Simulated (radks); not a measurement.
Species: Dy3+. Configuration: [Xe] 4f7 6p2 (not the ground configuration). All-electron calculation, scalar-relativistic Kohn-Sham, PBE, spin-polarised, spherical densities, finite nucleus; open shells are filled with parallel spins first (spin-orbit coupling, left out, can overturn this in heavy ions); Fermi nuclear charge, rms radius 5.2218 fm. Program: a radial shooting solver on a logarithmic mesh with Libxc functionals.

Local quantities along the radius. ELF = 1/(1 + alpha^2) is the electron localisation function; alpha = (tau - tau_W)/tau_unif compares the Pauli kinetic energy density with that of the uniform gas (summed over spins). tau is taken from the large components.

```
   r/bohr * ELF (the largest magnitude, 0.999, reaches the edge; | marks zero)
 0.001029 |                                                      *
 0.001383 |                                                      *
 0.001874 |                                                      *
  0.00252 |                                                      *
 0.003415 |                                                      *
 0.004629 |                                                      *
 0.006223 |                                                      *
 0.008434 |                                                     *
  0.01143 |                                                    *
  0.01537 |                                                *
  0.02083 |                                 *
    0.028 |                  *
  0.03795 |                     *
  0.05143 |                                    *
  0.06915 |                                       *
  0.09371 |                          *
    0.127 |                   *
   0.1708 |                                   *
   0.2314 |                                     *
   0.3111 |             *
   0.4217 |                            *
   0.5715 |                                       *
   0.7684 |                        *
    1.041 |                     *
      1.4 |                                    *
    1.897 |              *
    2.572 |        *
    3.457 |                                    *
    4.686 |                       *
     6.35 | *
    8.538 *
```

On this mesh the ELF has minima near r = 0.033, 0.11, 0.31, 0.89, 2.2 bohr, which separate the shells, and maxima near 0.069 (0.73), 0.20 (0.74), 0.57 (0.72), 1.4 (0.67), 3.5 (0.68).

Self-consistent cycle (total energy in hartree, residual of the potential): 1: -12143.94569, 1e+01; 2: -12151.26881, 6e+00; 3: -12153.07533, 6e-01; 4: -12153.04528, 5e-01; 5: -12153.07716, 3e-02; 6: -12153.08079, 3e-03; 7: -12153.08080, 9e-04; 8: -12153.08080, 9e-04; 9: -12153.08080, 1e-04; 10: -12153.08080, 5e-05; 11: -12153.08080, 4e-06; 12: -12153.08080, 2e-06; 13: -12153.08080, 1e-07; 14: -12153.08080, 9e-09.
